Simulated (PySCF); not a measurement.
GeH₈N₂Si, SMILES [NH2][GeH2][SiH2]N.

Coordinates come from a PBE-D3(BJ)/def2-SVP optimisation. This is a generated structure with no PubChem entry under its InChIKey; it may be hypothetical. One conformer was computed; it need not be the lowest.

Level of theory: TDA-M06-2X/def2-SVPD (PySCF).

Vertical excitations. Gas-phase values at a fixed geometry.

```tsv
state	energy (eV)	λ (nm)	f	main pairs
S1	5.86	212	0.010	HOMO→LUMO 85 %
S2	6.17	201	0.013	HOMO−1→LUMO 69 %, HOMO→LUMO+1 18 %
S3	6.70	185	0.019	HOMO→LUMO+1 63 %, HOMO−1→LUMO 10 %
S4	6.88	180	0.072	HOMO−2→LUMO 57 %, HOMO−1→LUMO+1 25 %
S5	7.21	172	0.012	HOMO−1→LUMO+1 44 %, HOMO−2→LUMO 17 %, HOMO−1→LUMO+3 9 %
S6	7.29	170	0.066	HOMO→LUMO+2 61 %, HOMO→LUMO+3 12 %
S7	7.44	167	0.186	HOMO→LUMO+3 63 %, HOMO→LUMO+2 18 %
S8	7.60	163	0.008	HOMO−2→LUMO+1 53 %, HOMO−1→LUMO+2 12 %
S9	7.67	162	0.054	HOMO−1→LUMO+2 64 %, HOMO−2→LUMO+1 12 %
S10	7.80	159	0.028	HOMO−1→LUMO+3 58 %
T1	5.56	223	0	HOMO→LUMO 83 %
T2	5.81	213	0	HOMO−1→LUMO 58 %, HOMO→LUMO+1 19 %
T3	6.17	201	0	HOMO→LUMO+1 26 %, HOMO→LUMO+3 19 %, HOMO−2→LUMO 16 %, HOMO−1→LUMO+1 10 %
T4	6.29	197	0	HOMO−2→LUMO 46 %, HOMO→LUMO+2 12 %
```
Triplets are in the Tamm–Dancoff approximation.
